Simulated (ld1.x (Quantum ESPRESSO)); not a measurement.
# What one change does to a pseudopotential (gallium, TM)

ld1.x (Quantum ESPRESSO) 7.5 input, shortened:

```
&input
   title='Ga', zed=31., rel=1, dft='PBE', iswitch=3,
   config='[Ar] 3d10 4s2 4p1 4d-2'
 /
 &inputp
   pseudotype=2, tm=.true., lloc=-1, rcloc=1.55,
   nlcc=.true., new_core_ps=.true., rcore=1.15
 /
3
4S  1  0   2.00   0.00  1.55  1.55  0.0
4P  2  1   1.00   0.00  2.05  2.05  0.0
4D  3  2  -2.00  -0.05  2.15  2.15  0.0
 &test
   configts(1)='4s2 4p1'
 /
```

All-electron outer shells of the reference configuration (PBE, scalar-relativistic, ld1.x):

```csv
shell,level (eV),outermost node (bohr),outermost maximum (bohr)
3p,-98.86,0.24,0.56
3d,-19.15,–,0.53
4s,-8.95,0.81,1.90
4p,-2.58,0.87,2.53
```

Change: all radii but the core radius scaled by about 1.35 (s 2.10, p 2.78, d 2.90 bohr); local potential all-electron potential smoothed inside 2.10 bohr (lloc = -1).

Cutoffs: the cutoffs (Ry, on a coarse ladder) from which the occupation-weighted sum of valence levels, in a spherical-Bessel basis at the reference potential, stays within 10 and 1 mRy of its value at 400 Ry; they do not see the model core or the augmentation charge, which bear on the density cutoff. Errors are all-electron minus pseudo energies relative to the spin-unpolarised reference configuration.

Predict the effect on cutoff, ghosts and configuration errors.

The potential gets softer (15 Ry and 40 Ry → 12 Ry and 30 Ry); the bound ghost in d disappears; the errors of the 7 common tests hardly move. A larger radius leaves more room for a smooth pseudo-wave, so fewer plane waves are needed.

```tsv
quantity	base	changed
cutoff, loose	15 Ry	12 Ry
cutoff, tight	40 Ry	30 Ry
loose cutoff by channel (10 mRy a level)	s 12 Ry, p 6 Ry	s 10 Ry, p 6 Ry
bound ghosts	d	none
error for 4s2 4p0, meV [ΔE 5.69 eV]	-11	-12
error for 4s1 4p0, meV [ΔE 26.82 eV]	-168	-188
error for 4s2 4p0.5, meV [ΔE 2.03 eV]	-1.6	-1.8
error for 4s1 4p1, meV [ΔE 13.06 eV]	-46	-48
error for 4s1 4p2, meV [ΔE 6.54 eV]	-18	-16
error for 4s2 4p1.3, meV [ΔE -0.53 eV]	-0.1	-0.1
error for 4s0 4p3, meV [ΔE 13.37 eV]	-72	-64
```

 A true bound ghost makes a file unfit for plane-wave use even where its test errors are small: the radial tests pick states by their node count and pass the ghost by.
